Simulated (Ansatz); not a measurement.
`C#CCOC(=O)C=C`, relaxed with RKS PBE0-D4/def2-TZVP in the Gaussian-basis code of Ansatz from a GFN2-xTB geometry. The force threshold is 0.005 eV/Å; the program also tests the step.

The species carries charge 0 and has multiplicity 1.

Start:

```xyz
14

C    -2.588   -2.037    0.668
C    -1.508   -1.962    0.158
C    -0.189   -1.801   -0.423
O     0.535   -0.744    0.214
C     0.451    0.476   -0.338
O    -0.165    0.722   -1.344
C     1.234    1.452    0.450
C     1.292    2.727    0.095
H    -3.541   -2.130    1.096
H     0.406   -2.708   -0.275
H    -0.287   -1.576   -1.493
H     1.740    1.055    1.318
H     0.764    3.070   -0.780
H     1.855    3.456    0.654
```

(1) By how much does the energy fall, and how many steps does the optimiser take? (Estimate.)

(2) Which bonds change most? (Estimate.)

(3) Give the relaxed structure. (Best estimate.)

## Answers

(1) The calculation gave: 0.02 eV, in 14 steps, 1 of them rejected.

(2) Ansatz gave: C1–H9 from 1.049 to 1.064 Å; O4–C5 from 1.342 to 1.348 Å; C8–H14 from 1.076 to 1.083 Å; C8–H13 from 1.078 to 1.084 Å.

(3) Computed: 
```xyz
14

C    -2.599   -2.010    0.622
C    -1.501   -1.907    0.154
C    -0.168   -1.801   -0.413
O     0.599   -0.769    0.209
C     0.446    0.466   -0.311
O    -0.255    0.711   -1.255
C     1.263    1.442    0.439
C     1.266    2.721    0.093
H    -3.577   -2.093    1.034
H     0.392   -2.721   -0.240
H    -0.233   -1.612   -1.487
H     1.844    1.061    1.271
H     0.667    3.060   -0.746
H     1.857    3.452    0.631
```
